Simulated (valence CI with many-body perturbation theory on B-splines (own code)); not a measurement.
**E1 line list for Nb²⁶⁺**

Computed by configuration interaction combined with many-body perturbation theory (CI+MBPT): five valence electrons over a frozen Dirac-Fock core [Ne], radial functions for each j: 11 s, 11 p, 10 d, 8 f, 5 g, 2 h, with the one-electron correlation potential Σ1, the two-electron term Σ2, the three-electron term Σ3, Breit, model QED; selected CI, second order for the rest, scaled by the run's own slope (own B-spline code, finite nucleus).

No measured spectrum was set against this ion. As an estimate, large intervals hold to a few tenths of a per cent, small ones and those within an open d or f shell to about a per cent. Among the levels kept, up to 3700 cm⁻¹ of a level comes from second order outside the variational space, and about a tenth of that is noise between levels of different J, which matters for small intervals.

Lines 1 to 50 of 588 in falling wavelength, among levels below 301.29 eV, chosen from the strongest by gf and those to the six lowest levels. Wavelengths and rates use the calculated energies. Electric multipoles are in the length gauge with retardation, E1 and E2 with the static RPA response of the core. Weak lines are less certain than strong ones. Lines between different terms over intervals too small for the method are left out, as are lines whose strength nearly cancels. Where a level lies close to another of its J and parity, the split of strength between their lines is uncertain. The highest levels of a list are the least certain.

Names give the largest LS component (configuration and term), which can be under half, so a name can repeat, a term be missing and a line seem to break the LS rules; names also repeat where a configuration has a term twice. Letters in brackets count levels of one name in rising energy.

```csv
λ vac (Å),Upper,Lower,A (s⁻¹),log gf,Branch %
256.2,3s.3p4 4P_3/2 [a],3s2.3p3 2P°_3/2,1.50e+08,-2.23,1.2
199.3,3s.3p4 4P_5/2,3s2.3p3 2D°_5/2,7.88e+08,-1.55,12.3
187.9,3s.3p4 2D_5/2,3s2.3p3 2P°_3/2,1.13e+09,-1.45,11.1
186.5,3s.3p3.3d 4G°_11/2,3s2.3p2.3d 2G_9/2,2.53e+09,-0.80,17.7
184.1,3s.3p4 4P_5/2,3s2.3p3 2D°_3/2,1.80e+09,-1.26,28.1
182.9,3s.3p4 4P_1/2,3s2.3p3 2P°_1/2,1.95e+09,-1.71,12.7
181.3,3s2.3p2.3d 4D_5/2 [a],3s2.3p3 2P°_3/2,6.98e+08,-1.69,5.6
179.3,3s.3p2.3d2 6G_9/2 [a],3s.3p3.3d 4F°_9/2 [c],2.06e+09,-1.00,5.8
177.4,3s.3p2.3d2 6G_9/2 [b],3s.3p3.3d 4F°_9/2 [c],1.72e+09,-1.09,7.1
177.2,3s.3p2.3d2 6G_9/2 [a],3s.3p3.3d 2F°_7/2 [a],1.70e+09,-1.10,4.8
172.6,3s2.3p2.3d 2P_3/2 [a],3s2.3p3 2P°_3/2,6.56e+08,-1.93,8.0
171.9,3s.3p4 4P_3/2 [a],3s2.3p3 2D°_5/2,1.51e+09,-1.57,12.0
170.1,3s2.3p2.3d 4D_1/2 [a],3s2.3p3 2P°_3/2,4.66e+08,-2.39,2.2
160.4,3s.3p4 4P_3/2 [a],3s2.3p3 2D°_3/2,3.42e+08,-2.28,2.7
159.2,3p5 2P°_3/2,3s.3p4 2D_5/2,7.32e+09,-0.95,24.7
151.6,3s.3p4 2D_3/2,3s2.3p3 2P°_1/2,4.69e+08,-2.19,2.1
151.4,3s.3p2.3d2 6G_9/2 [a],3s.3p3.3d 4G°_11/2,7.46e+09,-0.59,21.2
150.8,3s.3p4 4P_3/2 [b],3s2.3p3 2D°_5/2,1.80e+08,-2.61,3.5
150.1,3s.3p2.3d2 6G_9/2 [b],3s.3p3.3d 4G°_11/2,4.41e+09,-0.83,18.3
149.2,3s2.3p2.3d 4D_3/2,3s2.3p3 2P°_3/2,7.46e+08,-2.00,2.3
147.5,3p4.3d 4D_7/2,3s.3p3.3d 4F°_9/2 [a],7.73e+09,-0.70,30.1
147.2,3s.3p2.3d2 6G_5/2 [a],3s.3p3.3d 4F°_7/2 [a],5.56e+09,-0.97,35.9
146.6,3s.3p4 4P_5/2,3s2.3p3 4S°_3/2,3.81e+09,-1.13,59.5
145.0,3s.3p3.3d 4F°_9/2 [a],3s2.3p2.3d 4F_7/2,4.27e+09,-0.87,61.2
143.3,3s.3p3.3d 2F°_7/2 [b],3s2.3p2.3d 2D_5/2 [c],4.71e+09,-0.94,6.3
143.0,3s.3p2.3d2 6G_7/2,3s.3p3.3d 4F°_9/2 [a],8.99e+09,-0.66,29.2
143.0,3s2.3p2.3d 4D_5/2 [b],3s2.3p3 2P°_3/2,4.79e+08,-2.06,1.3
142.9,3s.3p2.3d2 6G_9/2 [b],3s.3p3.3d 4F°_9/2 [b],4.46e+09,-0.86,18.5
141.9,3s.3p4 4P_3/2 [b],3s2.3p3 2D°_3/2,3.17e+09,-1.42,61.6
141.4,3s.3p2.3d2 6G_5/2 [b],3s.3p3.3d 4F°_7/2 [a],8.44e+09,-0.82,33.4
141.1,3s.3p3.3d 4G°_11/2,3s2.3p2.3d 4F_9/2,1.18e+10,-0.38,82.3
140.8,3s.3p3.3d 4F°_9/2 [b],3s2.3p2.3d 4D_7/2,9.55e+09,-0.55,57.4
139.8,3s.3p4 2D_3/2,3s2.3p3 2D°_5/2,6.08e+08,-2.15,2.7
139.8,3s2.3p2.3d 2P_3/2 [a],3s2.3p3 2P°_1/2,5.60e+08,-2.18,6.9
139.5,3s.3p3.3d 2G°_9/2,3s2.3p2.3d 4F_9/2,3.17e+09,-1.03,30.6
138.8,3p4.3d 4D_3/2,3s.3p3.3d 4F°_5/2 [a],8.82e+09,-0.99,25.4
138.3,3s.3p3.3d 4F°_9/2 [b],3s2.3p2.3d 4F_7/2,6.25e+09,-0.75,37.5
138.2,3s.3p4 2D_5/2,3s2.3p3 2D°_5/2,3.99e+09,-1.16,39.3
138.2,3s2.3p2.3d 4D_1/2 [a],3s2.3p3 2P°_1/2,4.37e+09,-1.60,20.6
136.7,3s.3p3.3d 4S°_3/2,3s2.3p2.3d 4P_5/2,6.89e+09,-1.11,5.0
136.2,3s.3p3.3d 4F°_9/2 [c],3s2.3p2.3d 2G_7/2,2.82e+09,-1.11,7.5
134.6,3s2.3p2.3d 4D_5/2 [a],3s2.3p3 2D°_5/2,4.27e+09,-1.16,34.1
134.3,3s2.3p.3d2 4G°_9/2 [a],3s2.3p2.3d 2G_9/2,6.00e+09,-0.79,10.0
133.7,3p4.3d 4D_7/2,3s.3p3.3d 4D°_7/2 [a],5.79e+09,-0.91,22.5
133.1,3s.3p3.3d 2G°_9/2,3s2.3p2.3d 4D_7/2,4.07e+09,-0.97,39.4
132.8,3s2.3p.3d2 4D°_7/2 [a],3s2.3p2.3d 2F_7/2 [b],4.29e+09,-1.04,2.0
132.1,3s.3p4 2D_3/2,3s2.3p3 2D°_3/2,1.09e+10,-0.94,48.9
131.7,3s2.3p2.3d 2P_1/2 [a],3s2.3p3 2P°_3/2,9.56e+09,-1.30,20.7
131.6,3s.3p4 2P_3/2,3s2.3p3 2P°_3/2,1.13e+09,-1.93,0.5
131.2,3s.3p4 4P_3/2 [a],3s2.3p3 4S°_3/2,1.05e+10,-0.96,83.9
```
